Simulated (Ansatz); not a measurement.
A series at Ga: from `[Br][Ga]([Br])[Br]`, ligands are replaced one by one, each step taking up H–F and setting free HBr; n counts the steps. Ansatz, PBE0-D4/def2-TZVP geometries.

```json
{"n": "0", "molecule": "`[Br][Ga]([Br])[Br]`", "HOMO energy, ωB97M-V/def2-TZVPP (eV)": "-10.91"}
{"n": "1", "molecule": "`[F][Ga]([Br])[Br]`", "HOMO energy, ωB97M-V/def2-TZVPP (eV)": "-11.22"}
{"n": "2", "molecule": "`[F][Ga]([F])[Br]`", "HOMO energy, ωB97M-V/def2-TZVPP (eV)": "?"}
{"n": "3", "molecule": "`[F][Ga]([F])[F]`", "HOMO energy, ωB97M-V/def2-TZVPP (eV)": "-14.31"}
```

Question: By hand: fit a straight line y = ȳ + b (n − n̄) to the 3 given rows and predict n = 2.

Answer: n̄ = 1.333, ȳ = -12.147; Σ(n − n̄)(y − ȳ) = -5.563, Σ(n − n̄)² = 4.667, so b = -1.192 eV a step. Prediction: -12.147 + (-1.192) × (0.667) = -12.94 eV.

Question: By hand: compare with the computed value, -11.67 eV, and give the steps along the whole series.

Answer: The line misses by 1.27 eV (computed minus predicted). Steps: -0.31, -0.45, -2.64 eV.

One step carries most of the change, so a line is a poor guide. The highest orbital can change its character along such a series. The miss is 37.4 % of the series' range.

Spin–orbit coupling is left out; it splits and shifts lone-pair levels of the heavy atoms by tenths of an eV.
